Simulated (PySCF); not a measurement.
Al(Cl)(Br)(vinyl) (C₂H₃AlBrCl), SMILES C=[CH][Al]([Br])[Cl].

Geometry optimised at PBE-D3(BJ)/def2-SVP. The structure was generated by enumeration; whether it is a known compound was not checked. The values are those of a single conformer.

Calculation: C-PCM-ωB97X/def2-SVP (PySCF).

The values are the electrostatic part of the solvation free energy, E(continuum) − E(gas) at the gas-phase geometry, in a cavity of scaled van der Waals radii (PySCF's table); cavitation and dispersion terms are not included. A continuum can't describe solvent molecules that bind to the metal. In vacuum the orbital gap is 11.12 eV. The dipole moment in vacuum is 2.23 D.

| solvent | ε | ΔG(elec) (kcal/mol) | dipole (D) | gap (eV) |
|---|---|---|---|---|
| water | 78.36 | -5.4 | 2.69 | 11.29 |
| n-hexane | 1.88 | -2.4 | 2.43 | 11.20 |
| benzene | 2.27 | -2.9 | 2.47 | 11.22 |
